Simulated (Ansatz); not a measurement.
Consider the formal exchange of groups at the Se–Ge bond: `[GeH3][SeH]` + `C/C(O)=C/CCl` → `C/C(O)=C\[SeH]` + `Cl[CH2][GeH3]`.

Program: Ansatz. Geometries: PBE0-D4/def2-TZVP. ΔE: electronic, gas phase. CBS: MP2 limit from def2 TZ/QZ plus the TZ coupled-cluster correction, frozen cores. Double bonds are as drawn, so ΔE can hold a change between cis and trans. DFT in def2-TZVPP. For Ge, Se outer-core shells are correlated without core-valence functions, which leaves a few kJ/mol of doubt a bond. Scalar relativity is left out up to krypton. One conformer a species, not always the lowest.

```json
{"level": "PBE-D4", "ΔE (kJ/mol)": "95.9"}
{"level": "r2SCAN-D4", "ΔE (kJ/mol)": "100.7"}
{"level": "ωB97M-V", "ΔE (kJ/mol)": "95.7"}
{"level": "B2PLYP", "ΔE (kJ/mol)": "97.8"}
{"level": "SCS-MP2/def2-TZVPP", "ΔE (kJ/mol)": "91.6"}
{"level": "CCSD/def2-TZVPP", "ΔE (kJ/mol)": "94.0"}
{"level": "MP2/def2-QZVPP", "ΔE (kJ/mol)": "91.5"}
{"level": "CCSD/CBS(def2)", "ΔE (kJ/mol)": "95.2"}
```

(1) What does CCSD(T)/CBS give? (An estimate is asked.)

Largest T1 diagnostic among the species: 0.011.

## Answers

(1) Ansatz gave: +92.9 kJ/mol. The listed levels differ from it by 3.0, 7.8, 2.8, 4.9, -1.3, 1.1, -1.4, 2.3 kJ/mol.

From PBE to PBE0 (25 % exact exchange), in def2-TZVPP and without D4, ΔE moves by +3.4 kJ/mol. In def2-TZVPP, CCSD(T) changes the Hartree–Fock value by −19.7 kJ/mol (the triples alone add −2.3 kJ/mol) and MP2 by −20.6 kJ/mol.
